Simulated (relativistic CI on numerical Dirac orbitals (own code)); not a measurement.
## Hf47+: q coefficients and field-shift factors

Computed by Dirac-Coulomb-Breit CI, KLI orbitals optimised for each configuration, derivatives by finite differences, unscaled Slater integrals, QED left out (own radial code, finite nucleus).

Configurations in the expansion (outside the closed core [Ne]): 3s2 3p6 3d7, 3s2 3p5 3d8, 3s2 3p4 3d9, 3s 3p6 3d8, 3p6 3d9, 3s 3p5 3d9, 3s2 3p6 3d6 4s, 3s2 3p6 3d6 4p. Levels of other configurations are missing.

With x = (α/α₀)² − 1 an excitation energy changes as ω = ω₀ + qx; K = 2q/ω₀ is the relative enhancement. Terms are leading LS components, so labels can repeat. The field-shift factor is F = δν/δ⟨r²⟩ for the transition from the lowest level.

Lowest level 3s2 3p6 3d7 4F_9/2.

```
              Level  ω₀ (cm⁻¹)  q (cm⁻¹)  F (GHz/fm²)
 3s2 3p6 3d7 2P_3/2      98010      7555       -0.333
 3s2 3p6 3d7 2D_5/2     151212     24790        0.851
 3s2 3p6 3d7 4F_7/2     458610    494000         11.1
 3s2 3p6 3d7 2H_9/2     514913    478700         11.1
 3s2 3p6 3d7 4P_3/2     535753    500800         11.4
 3s2 3p6 3d7 4P_5/2     553199    504900         11.6
 3s2 3p6 3d7 4P_1/2     563805    494400         10.8
3s2 3p6 3d7 2H_11/2     581274    477500         11.6
 3s2 3p6 3d7 2F_7/2     632092    500300         11.7
 3s2 3p6 3d7 2F_5/2     671674    481200         11.6
 3s2 3p6 3d7 2D_3/2     809927    505900         12.8
 3s2 3p6 3d7 4F_5/2     975958    976100           22
 3s2 3p6 3d7 4P_3/2    1007300    983300         21.9
```

At this charge energies of transitions that change n are usually good to better than 1 %, and those within a shell (Δn = 0) to a few per cent.

Task: Which transition from the lowest level has the largest |K|?

Result: 3s2 3p6 3d7 4F_7/2 at 458610 cm⁻¹, K = 2.15.
